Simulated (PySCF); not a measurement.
PySCF input file for Ge₂H₆O, SMILES [GeH3][O][GeH3], TDA-PBE0/def2-SVPD. Geometry: PBE0-D3(BJ)/def2-SVP.

```python
import numpy as np
from pyscf import gto, scf, dft, tdscf

mol = gto.M(
    atom='''
    Ge    1.60820083    0.00000000    0.06235569
    O    -0.00000000   -0.00000000   -0.69235303
    Ge   -1.60820083   -0.00000000    0.06235569
    H     2.61513263   -0.00000000   -1.09638057
    H     1.76326531    1.26329978    0.93520527
    H     1.76326530   -1.26329979    0.93520526
    H    -1.76326530   -1.26329978    0.93520526
    H    -2.61513263    0.00000001   -1.09638057
    H    -1.76326530    1.26329978    0.93520527
    ''',
    basis='def2-SVPD',
    charge=0,
    spin=0,
    symmetry=True,
    max_memory=1600,
    verbose=4,
)
mf = dft.RKS(mol, xc='pbe0').density_fit(auxbasis='def2-universal-jkfit')
mf.grids.level = 3
mf.conv_tol = 1e-9
mf.max_cycle = 100
mf.kernel()
mf.grids = dft.Grids(mol).set(level=1).build(with_non0tab=True)  # coarser grid for the response kernel
td = tdscf.TDA(mf)
td.singlet = True
td.nstates = 10
td.conv_tol = 1e-4
td.positive_eig_threshold = 1e-6
td.kernel(x0=td.get_init_guess(mf, 15))
td.analyze()
tt = tdscf.TDA(mf)
tt.singlet = False
tt.nstates = 4
tt.conv_tol = 1e-4
tt.positive_eig_threshold = 1e-6
tt.kernel(x0=tt.get_init_guess(mf, 9))
tt.analyze(verbose=3)
```

Output:

```
PySCF version 2.14.0

[INPUT] verbose = 4
[INPUT] num. atoms = 9
[INPUT] num. electrons = 78
[INPUT] charge = 0
[INPUT] spin (= nelec alpha-beta = 2S) = 0
[INPUT] symmetry True subgroup None
[INPUT] Mole.unit = angstrom
[INPUT] Symbol           X                Y                Z      unit          X                Y                Z       unit  Magmom
[INPUT]  1 Ge     1.608200830000   0.000000000000   0.062355690000 AA    3.039059121998   0.000000000000   0.117835176408 Bohr   0.0
[INPUT]  2 O      0.000000000000   0.000000000000  -0.692353030000 AA    0.000000000000   0.000000000000  -1.308357608213 Bohr   0.0
[INPUT]  3 Ge    -1.608200830000   0.000000000000   0.062355690000 AA   -3.039059121998   0.000000000000   0.117835176408 Bohr   0.0
[INPUT]  4 H      2.615132630000   0.000000000000  -1.096380570000 AA    4.941884450114   0.000000000000  -2.071859005595 Bohr   0.0
[INPUT]  5 H      1.763265310000   1.263299780000   0.935205270000 AA    3.332088520846   2.387290597423   1.767281830550 Bohr   0.0
[INPUT]  6 H      1.763265300000  -1.263299790000   0.935205260000 AA    3.332088501949  -2.387290616321   1.767281811653 Bohr   0.0
[INPUT]  7 H     -1.763265300000  -1.263299780000   0.935205260000 AA   -3.332088501949  -2.387290597423   1.767281811653 Bohr   0.0
[INPUT]  8 H     -2.615132630000   0.000000010000  -1.096380570000 AA   -4.941884450114   0.000000018897  -2.071859005595 Bohr   0.0
[INPUT]  9 H     -1.763265300000   1.263299780000   0.935205270000 AA   -3.332088501949   2.387290597423   1.767281830550 Bohr   0.0

nuclear repulsion = 424.720779608264
point group symmetry = C2v
symmetry origin: [ 2.42272567e-10  0.00000000e+00 -3.87636129e-09]
symmetry axis x: [ 1.00000000e+00 -1.68152465e-10  5.14833847e-11]
symmetry axis y: [-1.68152465e-10 -1.00000000e+00  1.37408427e-09]
symmetry axis z: [-5.14833845e-11  1.37408423e-09  1.00000000e+00]
num. orbitals of irrep A1 = 51
num. orbitals of irrep A2 = 24
num. orbitals of irrep B1 = 45
num. orbitals of irrep B2 = 27
number of shells = 61
number of NR pGTOs = 253
number of NR cGTOs = 147
basis = def2-SVPD
ecp = {}


[settings echo left out]
init E= -4230.36933093937
HOMO (B2) = -0.341867994881807  LUMO (A1) = -0.0648097914073138  gap/eV = 7.53914
cycle= 1 E= -4231.52931107491  delta_E= -1.16  |g|= 0.912  |ddm|=  3.2
HOMO (B2) = -0.137719303847348  LUMO (A1) = -0.00537604239868594  gap/eV = 3.60124
cycle= 2 E= -4231.03388779395  delta_E= 0.495  |g|= 1.79  |ddm|= 3.13
HOMO (B2) = -0.319438835719834  LUMO (A1) = -0.0252161427861313  gap/eV = 8.00621
cycle= 3 E= -4231.65697794054  delta_E= -0.623  |g|= 0.227  |ddm|= 2.51
HOMO (B2) = -0.297583095594133  LUMO (A1) = -0.0140319787441641  gap/eV = 7.71582
cycle= 4 E= -4231.66545086921  delta_E= -0.00847  |g|= 0.0528  |ddm|= 0.334
HOMO (B2) = -0.300666535172732  LUMO (A1) = -0.0143482999478208  gap/eV = 7.79112
cycle= 5 E= -4231.66575891459  delta_E= -0.000308  |g|= 0.00473  |ddm|= 0.0463
HOMO (B2) = -0.301338612632677  LUMO (A1) = -0.0146069639821347  gap/eV = 7.80237
cycle= 6 E= -4231.66576732159  delta_E= -8.41e-06  |g|= 0.000601  |ddm|= 0.00948
HOMO (B2) = -0.301354462075863  LUMO (A1) = -0.0145764517907794  gap/eV = 7.80363
cycle= 7 E= -4231.66576748151  delta_E= -1.6e-07  |g|= 0.000107  |ddm|= 0.00153
HOMO (B2) = -0.301347395949209  LUMO (A1) = -0.0145770198386841  gap/eV = 7.80342
cycle= 8 E= -4231.665767485  delta_E= -3.49e-09  |g|= 3.16e-05  |ddm|= 0.000273
HOMO (B2) = -0.301350630959357  LUMO (A1) = -0.0145794679254978  gap/eV = 7.80344
cycle= 9 E= -4231.6657674853  delta_E= -2.97e-10  |g|= 5.79e-06  |ddm|= 5.42e-05
HOMO (B2) = -0.301348134662378  LUMO (A1) = -0.0145781814387349  gap/eV = 7.80341
Extra cycle  E= -4231.66576748528  delta_E= 1.82e-11  |g|= 9.04e-06  |ddm|= 1.82e-05
converged SCF energy = -4231.66576748528
tot grids = 34848
Overwritten attributes  positive_eig_threshold  of <class 'pyscf.tdscf.rks.TDA'>


******** <class 'pyscf.tdscf.rks.TDA'> for <class 'pyscf.df.df_jk.DFSymAdaptedRKS'> ********
nstates = 10 singlet
deg_eia_thresh = 1.000e-03
wfnsym = None
conv_tol = 0.0001
eigh lindep = 1e-12
eigh level_shift = 0
eigh max_cycle = 100


Excitation energies (eV)
[6.33598561 6.83576127 7.2863003  7.70491044 7.76762879 7.84032361
 7.85722749 7.92345753 8.19439658 8.36801905]

** Singlet excitation energies and oscillator strengths **
Excited State   1:   B2      6.33599 eV    195.68 nm  f=0.0034
      39 -> 40        0.70185
Excited State   2:   A1      6.83576 eV    181.38 nm  f=0.0060
      38 -> 40        0.69722
Excited State   3:   B2      7.28630 eV    170.16 nm  f=0.0571
      39 -> 41        0.69980
Excited State   4:   A2      7.70491 eV    160.92 nm  f=0.0000
      36 -> 40       -0.28676
      39 -> 42       -0.60381
      39 -> 44       -0.20711
Excited State   5:   A1      7.76763 eV    159.62 nm  f=0.1038
      38 -> 41        0.69553
Excited State   6:   B2      7.84032 eV    158.14 nm  f=0.0382
      39 -> 43       -0.69285
Excited State   7:   B1      7.85723 eV    157.80 nm  f=0.0023
      37 -> 40        0.65936
      38 -> 42       -0.17905
      38 -> 44       -0.16764
Excited State   8:   A2      7.92346 eV    156.48 nm  f=0.0000
      36 -> 40        0.57667
      39 -> 42       -0.33527
      39 -> 44        0.20226
Excited State   9:   B1      8.19440 eV    151.30 nm  f=0.0089
      37 -> 40        0.18083
      37 -> 41       -0.15472
      38 -> 42        0.64952
      39 -> 46       -0.12066
Excited State  10:   A2      8.36802 eV    148.16 nm  f=0.0000
      36 -> 40       -0.27685
      39 -> 44        0.63167

** Transition electric dipole moments (AU) **
state          X           Y           Z        Dip. S.      Osc.
  1         0.0000      0.1487      0.0000      0.0221      0.0034
  2         0.0000     -0.0000      0.1898      0.0360      0.0060
  3        -0.0000      0.5654      0.0000      0.3197      0.0571
  4         0.0000      0.0000      0.0000      0.0000      0.0000
  5         0.0000     -0.0000      0.7387      0.5456      0.1038
  6        -0.0000     -0.4459      0.0000      0.1989      0.0382
  7        -0.1094     -0.0000      0.0000      0.0120      0.0023
  8        -0.0000      0.0000     -0.0000      0.0000      0.0000
  9        -0.2103     -0.0000     -0.0000      0.0442      0.0089
 10         0.0000      0.0000     -0.0000      0.0000      0.0000

** Transition velocity dipole moments (imaginary part, AU) **
state          X           Y           Z        Dip. S.      Osc.
  1         0.0000      0.0540     -0.0000      0.0029      0.0084
  2        -0.0000     -0.0000      0.0500      0.0025      0.0066
  3         0.0000      0.1472      0.0000      0.0217      0.0540
  4         0.0000     -0.0000      0.0000      0.0000      0.0000
  5         0.0000     -0.0000      0.1837      0.0337      0.0788
  6        -0.0000     -0.0947     -0.0000      0.0090      0.0208
  7        -0.0414     -0.0000      0.0000      0.0017      0.0040
  8         0.0000      0.0000      0.0000      0.0000      0.0000
  9        -0.0494     -0.0000      0.0000      0.0024      0.0054
 10         0.0000      0.0000     -0.0000      0.0000      0.0000

** Transition magnetic dipole moments (imaginary part, AU) **
state          X           Y           Z
  1        -0.4437     -0.0000      0.0000
  2        -0.0000     -0.0000      0.0000
  3        -0.1081      0.0000      0.0000
  4         0.0000     -0.0000      0.6987
  5        -0.0000     -0.0000     -0.0000
  6        -1.3132     -0.0000     -0.0000
  7        -0.0000     -1.9190     -0.0000
  8        -0.0000      0.0000     -1.9323
  9         0.0000     -1.0322     -0.0000
 10         0.0000     -0.0000     -0.3644


******** <class 'pyscf.tdscf.rks.TDA'> for <class 'pyscf.df.df_jk.DFSymAdaptedRKS'> ********
nstates = 4 triplet
deg_eia_thresh = 1.000e-03
wfnsym = None
conv_tol = 0.0001
eigh lindep = 1e-12
eigh level_shift = 0
eigh max_cycle = 100


Excitation energies (eV)
[5.92265568 6.33979091 6.98776224 7.29203068]

** Triplet excitation energies and oscillator strengths **
Excited State   1:   B2      5.92266 eV    209.34 nm  f=0.0000
Excited State   2:   A1      6.33979 eV    195.57 nm  f=0.0000
Excited State   3:   B2      6.98776 eV    177.43 nm  f=0.0000
Excited State   4:   A1      7.29203 eV    170.03 nm  f=0.0000
```

The calculation finished and met its thresholds.

Cost: very roughly 3 core-minutes.
